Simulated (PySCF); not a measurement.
How the method moves the HOMO and LUMO of `BB(C)NC`

Species: C₂H₉B₂N.
Structure used (PBE0-D3(BJ)/def2-SVP), in Å, numbered top down from 1:
```xyz
14
C2H9B2N angstrom
B     -1.8550    1.2592   -0.0511
B     -0.5099    0.2839    0.2263
C     -0.8565   -1.2654    0.4005
N      0.8182    0.7269    0.2945
C      2.0109   -0.0534    0.5105
H     -2.3272    1.4053   -1.1612
H     -2.5040    1.7533    0.8492
H     -0.4465   -1.8385   -0.4495
H     -0.4094   -1.6800    1.3199
H     -1.9358   -1.4809    0.4394
H      1.0076    1.7147    0.1744
H      2.6807   -0.0416   -0.3677
H      1.7476   -1.1004    0.7095
H      2.5913    0.3133    1.3746
```

Basis pcSseg-1 throughout (PySCF), one geometry. One conformer (not necessarily the lowest) at the PBE0-D3(BJ)/def2-SVP geometry, without solvent, vibrations or thermal averaging.

Question: How do the orbital energies, the gap and the dipole change with the method?

Answer: 
| method | kind | HOMO (eV) | LUMO (eV) | gap (eV) | μ (D) | SCF cycles |
| --- | --- | --- | --- | --- | --- | --- |
| B97-2 | global hybrid | -7.19 | -1.30 | 5.89 | 2.04 | 13 |
| PBE0 | global hybrid | -7.45 | -1.34 | 6.11 | 2.06 | 13 |
| mPW1PW91 | global hybrid | -7.48 | -1.31 | 6.17 | 2.04 | 13 |
| BHandHLYP | global hybrid | -8.67 | -0.29 | 8.38 | 1.96 | 12 |
| CAM-B3LYP | range-separated hybrid | -8.83 | -0.23 | 8.60 | 2.03 | 12 |
| wB97X-D | range-separated hybrid | -9.33 | 0.60 | 9.93 | 2.02 | 13 |
| LC-wPBE | range-separated hybrid | -10.24 | 1.02 | 11.27 | 2.00 | 13 |

The HOMO spans 3.05 eV, from B97-2 down to LC-wPBE, and the gap runs from 5.89 eV (B97-2) to 11.27 eV (LC-wPBE). Over the methods B97-2 (21 %), PBE0 (25 %), mPW1PW91 (25 %), BHandHLYP (50 %), a straight line through the gap against the share of exact exchange rises by 0.88 eV for each 10 % (correlation coefficient 0.999). The dipole ranges from 1.96 D (BHandHLYP) to 2.06 D (PBE0). This basis has no diffuse functions.
